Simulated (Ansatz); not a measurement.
Consider the cleavage of the Si–Ge bond: `F[SiH2][GeH3]` + CH₃OH → `CO[SiH2]F` + GeH₄.

Program: Ansatz. Geometries: PBE0-D4/def2-TZVP. ΔE: electronic, gas phase. CBS: MP2 limit from def2 TZ/QZ plus the TZ coupled-cluster correction, frozen cores. This one scheme is used for every species. DFT in def2-TZVPP. B3LYP here is the variant with VWN-RPA as its local correlation; programs differ in this. HSE06 is defined as in plane-wave codes. For Ge outer-core shells are correlated without core-valence functions, which leaves a few kJ/mol of doubt a bond. Scalar relativity is left out up to krypton. One conformer a species, not always the lowest.

```
             level  ΔE (kJ/mol)  difference from CCSD(T)/CBS
       LDA (SPW92)        -97.4                          9.5
            PBE-D4        -88.7                         18.2
         revPBE-D4        -90.2                         16.7
            B97M-V       -112.0                         -5.1
           PBE0-D4        -94.4                         12.5
          B3LYP-D4       -107.4                         -0.5
        r2SCANh-D4       -106.0                          0.9
        r2SCAN0-D4       -107.0                         -0.1
          HSE06-D4        -94.1                         12.8
          BHLYP-D4       -114.9                         -8.0
      CAM-B3LYP-D4       -115.0                         -8.1
           ωB97X-V       -107.7                         -0.8
           ωB97M-V       -110.2                         -3.3
            B2PLYP       -111.9                         -5.0
          PBE-QIDH       -105.8                          1.1
               PBE        -88.1                         18.8
            revPBE        -84.9                         22.0
            r2SCAN       -105.1                          1.8
              PBE0        -94.1                         12.8
           r2SCANh       -105.8                          1.1
           r2SCAN0       -106.8                          0.1
             HSE06        -93.9                         13.0
             BHLYP       -116.1                         -9.2
         CAM-B3LYP       -114.9                         -8.0
           LC-ωPBE       -103.1                          3.8
RPA@PBE/def2-TZVPP       -109.4                         -2.5
       HF/def2-SVP       -117.7                        -10.8
      MP2/def2-SVP       -114.9                         -8.0
     CCSD/def2-SVP       -110.0                         -3.1
  CCSD(T)/def2-SVP       -109.3                         -2.4
     HF/def2-TZVPP       -126.4                        -19.5
    MP2/def2-TZVPP       -115.1                         -8.2
SCS-MP2/def2-TZVPP       -117.4                        -10.5
   CCSD/def2-TZVPP       -111.3                         -4.4
CCSD(T)/def2-TZVPP       -109.9                         -3.0
     HF/def2-QZVPP       -128.2                        -21.3
    MP2/def2-QZVPP       -114.0                         -7.1
SCS-MP2/def2-QZVPP       -116.6                         -9.7
      HF/CBS(def2)       -128.5                        -21.6
    CCSD/CBS(def2)       -108.2                         -1.3
       CCSD(T)/CBS       -106.9                            0
```

(1) What do rigid-rotor, harmonic-oscillator terms from PBE0-D4/def2-TZVP frequencies (298.15 K, 1 bar) make of the CCSD(T)/CBS value? (Best estimate.)

Largest T1 diagnostic among the species: 0.012.

Answers

(1) Ansatz gave: ΔZPE = -5.2 kJ/mol, ΔH = -112.7 kJ/mol, ΔS = -27 J/(mol·K), ΔG = -104.7 kJ/mol.

From BLYP to BHLYP (50 % exact exchange), in def2-TZVPP and without D4, ΔE moves by −14.3 kJ/mol. In def2-TZVPP, CCSD(T) changes the Hartree–Fock value by +16.5 kJ/mol (the triples alone add +1.3 kJ/mol) and MP2 by +11.3 kJ/mol.
